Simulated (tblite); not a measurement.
Species: C7H12OSi.
Numbering: `[CH3:1][C@@H:2]1[CH2:3][Si@@H:4]([CH2:5][C:6]2=[CH:7][CH2:8]2)[O:9]1` (hydrogens: H10, H11, H12 on C1; H13 on C2; H14, H15 on C3; H16 on Si4; H17, H18 on C5; H19 on C7; H20, H21 on C8)

Computed with GFN2-xTB (tblite), gas phase: L-BFGS steps from a force-field or distance-geometry start until the largest atomic force falls under 0.01 eV/Å.

Step 40: E = -729.9906 eV
```
atom  x, y, z in Å  |  force x, y, z in eV/Å
C1     -3.1270   -0.3183    0.4576    0.009   0.024  -0.007
C2     -1.6358   -0.0489    0.4210    0.012  -0.024  -0.024
C3     -1.1957    1.0118   -0.5979   -0.029   0.003   0.008
Si4    -0.2302   -0.4240   -1.3893    0.057  -0.061  -0.033
C5      1.6796   -0.4792   -1.4321   -0.016   0.027  -0.006
C6      2.2693    0.0744   -0.2146   -0.001   0.002  -0.019
C7      2.6494    1.0649    0.5404   -0.106  -0.065  -0.058
C8      2.8541   -0.3090    1.1126   -0.005  -0.025  -0.039
O9     -0.9183   -1.1900   -0.0948    0.024  -0.042  -0.078
H10    -3.3492   -1.2072    1.0449    0.088   0.025  -0.013
H11    -3.6378    0.5316    0.9027   -0.014   0.023  -0.006
H12    -3.5003   -0.4699   -0.5527    0.027  -0.017  -0.005
H13    -1.2539    0.1378    1.4288   -0.043   0.032  -0.007
H14    -0.6664    1.8550   -0.1718    0.065  -0.017   0.058
H15    -2.0205    1.3841   -1.1938   -0.070   0.055   0.008
H16    -0.7347   -0.8524   -2.6973   -0.067  -0.057   0.040
H17     1.9929   -1.5165   -1.5688   -0.019   0.076   0.054
H18     2.0170    0.0818   -2.3052   -0.017   0.016   0.048
H19     2.7416    2.1046    0.7307    0.068   0.007   0.004
H20     2.2094   -0.6698    1.9069   -0.039  -0.006   0.013
H21     3.8476   -0.7438    1.1405    0.077   0.025   0.061
```

Step 41: E = -729.9935 eV
```
atom  x, y, z in Å  |  force x, y, z in eV/Å
C1     -3.1220   -0.3186    0.4546   -0.010   0.014  -0.001
C2     -1.6310   -0.0457    0.4251   -0.025  -0.030  -0.038
C3     -1.1914    1.0129   -0.5963   -0.030  -0.002   0.027
Si4    -0.2321   -0.4243   -1.3906    0.085  -0.057   0.013
C5      1.6788   -0.4778   -1.4357   -0.031   0.017   0.002
C6      2.2702    0.0709   -0.2162   -0.040   0.033  -0.060
C7      2.6399    1.0633    0.5414   -0.059  -0.047  -0.064
C8      2.8502   -0.3113    1.1123    0.002   0.034  -0.048
O9     -0.9138   -1.1872   -0.0904    0.037  -0.039  -0.056
H10    -3.3444   -1.2068    1.0418    0.091  -0.002  -0.008
H11    -3.6415    0.5265    0.8980   -0.001   0.051  -0.011
H12    -3.4907   -0.4733   -0.5571    0.033  -0.011  -0.001
H13    -1.2564    0.1422    1.4367   -0.030   0.023  -0.056
H14    -0.6561    1.8518   -0.1712    0.069   0.010   0.057
H15    -2.0164    1.3877   -1.1900   -0.077   0.067   0.015
H16    -0.7458   -0.8575   -2.6916   -0.067  -0.064   0.012
H17     1.9868   -1.5161   -1.5737    0.000   0.068   0.046
H18     2.0176    0.0841   -2.3079   -0.021   0.009   0.056
H19     2.7406    2.1036    0.7297    0.047  -0.028  -0.001
H20     2.2024   -0.6693    1.9027   -0.056  -0.050   0.057
H21     3.8463   -0.7383    1.1463    0.082   0.006   0.060
```

Step 42: E = -729.9965 eV
```
atom  x, y, z in Å  |  force x, y, z in eV/Å
C1     -3.1165   -0.3187    0.4509   -0.021   0.001   0.002
C2     -1.6260   -0.0427    0.4290   -0.048  -0.027  -0.049
C3     -1.1870    1.0144   -0.5943   -0.016  -0.004   0.025
Si4    -0.2336   -0.4258   -1.3919    0.063  -0.023   0.049
C5      1.6766   -0.4761   -1.4394   -0.039   0.005   0.007
C6      2.2697    0.0669   -0.2186   -0.072   0.043  -0.071
C7      2.6279    1.0611    0.5412    0.013  -0.004  -0.040
C8      2.8457   -0.3136    1.1114    0.005   0.074  -0.035
O9     -0.9080   -1.1848   -0.0858    0.032  -0.023  -0.017
H10    -3.3366   -1.2068    1.0380    0.081  -0.028  -0.001
H11    -3.6454    0.5217    0.8924    0.017   0.063  -0.022
H12    -3.4784   -0.4776   -0.5627    0.030  -0.005   0.004
H13    -1.2594    0.1478    1.4440   -0.012   0.007  -0.097
H14    -0.6428    1.8483   -0.1694    0.049   0.012   0.042
H15    -2.0131    1.3932   -1.1848   -0.054   0.071   0.037
H16    -0.7593   -0.8639   -2.6853   -0.057  -0.068  -0.006
H17     1.9805   -1.5143   -1.5783    0.025   0.034   0.027
H18     2.0170    0.0878   -2.3089   -0.020   0.010   0.038
H19     2.7395    2.1017    0.7273    0.021  -0.061  -0.008
H20     2.1949   -0.6690    1.8999   -0.052  -0.080   0.067
H21     3.8454   -0.7327    1.1530    0.054   0.004   0.050
```

Q: Estimate the geometry and energy of step 43. (The exact step hangs on the optimiser's Hessian estimate; all steps are aligned on step 42, rigid shifts and turns removed.)

A: E = -729.9991 eV, largest force 0.111 eV/Å
```
atom  x, y, z in Å  |  force x, y, z in eV/Å
C1     -3.1111   -0.3190    0.4471   -0.021  -0.011   0.002
C2     -1.6215   -0.0398    0.4319   -0.049  -0.016  -0.051
C3     -1.1826    1.0164   -0.5919    0.001  -0.001   0.006
Si4    -0.2349   -0.4282   -1.3923    0.005   0.016   0.055
C5      1.6732   -0.4755   -1.4425   -0.031  -0.002   0.007
C6      2.2668    0.0632   -0.2214   -0.082   0.028  -0.043
C7      2.6164    1.0588    0.5394    0.080   0.044   0.001
C8      2.8408   -0.3149    1.1106   -0.001   0.073  -0.004
O9     -0.9011   -1.1826   -0.0802    0.013  -0.004   0.019
H10    -3.3266   -1.2079    1.0337    0.059  -0.043   0.007
H11    -3.6484    0.5181    0.8857    0.035   0.056  -0.034
H12    -3.4645   -0.4820   -0.5687    0.014  -0.001   0.007
H13    -1.2620    0.1543    1.4490    0.007  -0.009  -0.110
H14    -0.6288    1.8451   -0.1668    0.017  -0.006   0.020
H15    -2.0109    1.4003   -1.1781   -0.015   0.068   0.058
H16    -0.7730   -0.8704   -2.6799   -0.041  -0.064   0.001
H17     1.9762   -1.5123   -1.5825    0.044  -0.007   0.004
H18     2.0142    0.0926   -2.3077   -0.015   0.011   0.001
H19     2.7367    2.0991    0.7234    0.001  -0.071  -0.012
H20     2.1884   -0.6692    1.8997   -0.028  -0.082   0.036
H21     3.8439   -0.7291    1.1592    0.006   0.020   0.030
```

The energy changes by -0.0026 eV. The first-order estimate −F·Δx gives -0.0037 eV and the mean of the old and new forces, exact on a quadratic surface, -0.0026 eV. The step makes an angle of 74° with the force vector and moves no atom by more than 0.016 Å.

The cost below is that of the whole relaxation. The run took 1.3 s on an Arm Neoverse N1 with one thread, no GPU, shared host with 64 logical CPUs at a one-minute load of 54.
